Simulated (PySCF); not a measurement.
## The second ionisation energy along group 14

All values are computed (PySCF 2.14, energy differences of UHF-based or UKS calculations, no spin-orbit coupling). Values in eV. The last column holds reference values (NIST; (s) semi-empirical, (t) theoretical, else measured). Unmarked ones compare directly (S terms, centres of terms, or small fine structure); those marked * lie between the lowest fine-structure levels and include a spin-orbit shift.

```tsv
element	configurations	UHF	LDA	PBE	MP2 (valence)	CCSD (valence)	CCSD(T) (valence)	reference
C (aug-cc-pVQZ-DK, spin-free X2C)	[He] 2s2 2p1 → [He] 2s2	24.166	24.767	24.849	24.412	24.238	24.273	24.378
Si (aug-cc-pVQZ-DK, spin-free X2C)	[Ne] 3s2 3p1 → [Ne] 3s2	15.832	16.356	16.400	16.125	16.224	16.256	16.322
Ge (aug-cc-pVQZ-DK, spin-free X2C)	[Ar] 3d10 4s2 4p1 → [Ar] 3d10 4s2	15.255	15.890	15.764	15.518	15.579	15.602	15.789
Sn (aug-cc-pVQZ-DK3, spin-free X2C)	[Kr] 4d10 5s2 5p1 → [Kr] 4d10 5s2	13.747	14.405	14.218	13.978	14.032	14.052	14.282
Pb (aug-cc-pVQZ-DK3, spin-free X2C)	[Xe] 4f14 5d10 6s2 6p1 → [Xe] 4f14 5d10 6s2	13.232	n/a	n/a	13.444	13.487	13.500	13.869
```

**Question.** Which of these methods has the smallest mean absolute error against the measured values here?

**Answer.** PBE, with 0.159 eV.

```
           method  elements  mean error (eV)  mean absolute error (eV)  largest error (eV)
              UHF         5           -0.481                     0.481              -0.636
              LDA         4            0.162                     0.162               0.389
              PBE         4            0.115                     0.159               0.471
    MP2 (valence)         5           -0.232                     0.246              -0.425
   CCSD (valence)         5           -0.216                     0.216              -0.381
CCSD(T) (valence)         5           -0.191                     0.191              -0.368
```

Errors include the incompleteness of the basis and the frozen core.

"Valence" correlates the outer s and p shells and, in groups 3 to 12 and the f block, the outer d or f shell, open or full, or the next shell where the ion has no valence electron left; the wider scheme adds the next inner shell.
